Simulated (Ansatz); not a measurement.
Consider the cleavage of the B–Si bond: `B[SiH](B)F` + `C[SiH](O)Br` → `BO[SiH](C)Br` + `B[SiH2]F`.

Isolated molecules relaxed with PBE0-D4/def2-TZVP in Ansatz; ΔE leaves out vibrations. CCSD(T)/CBS is the MP2 limit (def2-TZVPP, def2-QZVPP) plus CCSD(T) − MP2 in def2-TZVPP, frozen cores. Functionals use def2-TZVPP. B3LYP here is the variant with VWN-RPA as its local correlation; programs differ in this. For Br outer-core shells are correlated without core-valence functions, which leaves a few kJ/mol of doubt a bond. Scalar relativity is left out up to krypton. Each species was taken in one conformer, which may not be the lowest.

`B[SiH](B)F`:

Cartesian coordinates in Å:
```
B 0.529 1.295 0.934
Si -0.010 0.259 -0.689
B -0.576 -1.575 -0.128
F -1.116 1.017 -1.585
H -0.016 2.297 1.287
H 1.432 0.877 1.599
H 1.209 0.106 -1.545
H -1.675 -2.008 -0.307
H 0.221 -2.267 0.435
```

`C[SiH](O)Br`:

```xyz
9

C     0.742   -0.292   -0.898
Si   -0.643   -0.094    0.317
O    -0.857    1.451    0.812
Br   -0.184   -1.390    2.079
H     0.818   -1.333   -1.222
H     0.560    0.334   -1.776
H     1.698   -0.004   -0.456
H    -1.947   -0.522   -0.226
H    -0.187    1.850    1.369
```

`BO[SiH](C)Br`:

```xyz
11

B    -1.591    1.240    1.087
O    -1.085    0.233    0.347
Si    0.271   -0.691    0.248
C     0.989   -0.527   -1.445
Br    1.767   -0.043    1.760
H    -2.687    1.636    0.805
H    -0.953    1.710    1.987
H    -0.118   -2.075    0.590
H     0.252   -0.826   -2.194
H     1.870   -1.164   -1.547
H     1.285    0.506   -1.639
```

`B[SiH2]F`:

```xyz
7

B     0.733    0.849    0.437
Si   -0.486   -0.561   -0.287
F    -1.935   -0.579    0.406
H     0.430    1.618    1.300
H     1.835    0.932   -0.022
H     0.118   -1.908   -0.086
H    -0.695   -0.350   -1.747
```

```tsv
level	ΔE (eV)
r2SCAN-D4	-1.55
B3LYP-D4	-1.64
ωB97M-V	-1.64
B2PLYP	-1.66
PBE	-1.45
PBE0	-1.51
HF/def2-TZVPP	-1.76
CCSD/CBS(def2)	-1.62
```

Q: What does CCSD(T)/CBS give? (An estimate is asked.)

A: Computed: -1.61 eV. The listed levels differ from it by 0.06, -0.03, -0.03, -0.05, 0.16, 0.10, -0.15, -0.01 eV.

Largest T1 diagnostic among the species: 0.013.

In def2-TZVPP, CCSD(T) changes the Hartree–Fock value by +0.14 eV (the triples alone add +0.01 eV) and MP2 by +0.07 eV. From PBE to PBE0 (25 % exact exchange), in def2-TZVPP and without D4, ΔE moves by −0.06 eV.
